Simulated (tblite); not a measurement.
Compound: C₄H₉ClO₂Si.
Cartesian coordinates in Å at the GFN2-xTB level; atoms count from 1:
```
atom  x, y, z in Å
C1     2.3276    0.8986   -0.3817
C2     2.2339   -0.4039   -0.1884
O3     1.1102   -1.1734   -0.0700
C4    -0.1333   -0.5452   -0.1875
C5    -1.1560   -1.6816   -0.2427
Cl6   -2.7205   -1.0575   -0.7624
O7    -0.3375    0.2947    0.8784
Si8   -1.5230    1.3664    1.1932
H9     1.4740    1.5488   -0.4395
H10    3.2943    1.3579   -0.4658
H11    3.0993   -1.0467   -0.1075
H12   -0.1740    0.0308   -1.1324
H13   -0.8300   -2.4339   -0.9593
H14   -1.2687   -2.1204    0.7480
H15   -2.7010    0.6998    1.7429
H16   -1.8833    2.0904   -0.0278
H17   -0.8190    2.1872    2.1659
```

All values are computed: GFN2-xTB (tblite) harmonic vibrations without scaling, gas phase. This tight-binding method is rough: wavenumbers can miss measured ones by several per cent, in bad cases by 10 to 20. Modes of hydrogen on silicon can be 10 to 20 % off. One conformer, not necessarily the lowest.

Harmonic wavenumbers (cm⁻¹): 35.6, 60.1, 96.5, 126.5, 135.8, 183.4, 202.7, 258.7, 306.5, 425.6, 464.6, 602.9, 609.8, 632.6, 654.8, 755.0, 767.6, 788.1, 804.0, 827.0, 839.3, 929.0, 969.4, 989.8, 1018.3, 1041.8, 1117.2, 1145.4, 1176.4, 1218.5, 1278.3, 1309.6, 1334.4, 1399.8, 1414.9, 1712.3, 2237.5, 2273.6, 2334.9, 2793.9, 3000.2, 3006.3, 3074.0, 3135.0, 3164.7.

A = 1920, B = 985.8, C = 709.7 MHz; mass 152.006 u (most abundant isotopes); point group C1, symmetry number 1.

What is the zero-point energy?

Half the sum of the wavenumbers: 26326 cm⁻¹ = 75.27 kcal/mol.

What is S at 400 K and 1 bar for an ideal gas of classical rigid rotors and harmonic oscillators?

Translation 42.45, rotation 30.74, vibration 42.57: S = 115.8 cal/(mol K).

And Cp and H(400 K) − H(0)?

Cp = 48.20 cal/(mol K), of which vibrations give 40.25 (their classical limit is 45 R = 89.4); H(400 K) − H(0) = 11.67 kcal/mol without the zero-point energy, 8.49 from vibrations.

How do the functions run with temperature in this model?

```tsv
T (K)	S (cal/(mol K))	Cp (cal/(mol K))	H − H(0) (kcal/mol)	G − H(0) (kcal/mol)	ln q(vib)
50	60.9	14.4	0.53	-2.51	0.76
100	72.7	20.2	1.41	-5.87	2.25
298.15	103.0	39.0	7.22	-23.48	7.98
373.15	112.5	45.9	10.41	-31.57	10.02
500	127.3	55.6	16.88	-46.79	13.37
750	152.5	68.5	32.52	-81.88	19.59
1000	173.4	76.6	50.73	-122.70	25.25
```

q(vib) and H(0) count from the zero-point level.

What must be added to the electronic energy to get the Gibbs energy at 400 K and 1 bar?

ZPE + [H(400 K) − H(0)] − T·S = 75.27 + 11.67 − 46.30 = 40.64 kcal/mol.

Blend soft modes into free rotors: weight 1/[1 + (100 cm⁻¹/ν̃)⁴] for the oscillator and the rest for a rotor with moment μB/(μ + B), μ = h/(8π²ν), B = 10⁻⁴⁴ kg m². What vibrational entropy results?

38.64 cal/(mol K) in place of 42.57, which changes −T·S at 400 K by +1.57 kcal/mol.

Hindered rotation and anharmonicity are outside this model. Other conformers, if any are populated, would add a mixing term that is left out. The structure is chiral; the term R ln 2 for an equal mix with its mirror image is left out.
